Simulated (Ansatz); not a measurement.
All numbers were calculated with Ansatz.

A structure relaxed at PBE0-D4/def2-TZVP, charge 0, multiplicity 1:

```xyz
10

C     1.303    0.263   -0.410
C     0.141    0.033    0.507
N    -1.074    0.738    0.141
C    -1.858   -0.254    0.008
Se   -0.772   -1.768    0.367
H     2.158   -0.350   -0.121
H     1.035    0.034   -1.443
H     1.595    1.316   -0.354
H     0.385    0.202    1.558
H    -2.913   -0.215   -0.251
```

Give its formula and SMILES.

C3H5NSe, `CC1N=C[Se]1`.

Summarise the bond lengths by kind.

1 × C–C 1.498 Å; 5 × C–H 1.087 to 1.094 Å; 2 × C–N 1.272 to 1.452 Å; 2 × C–Se 1.897 to 2.024 Å.
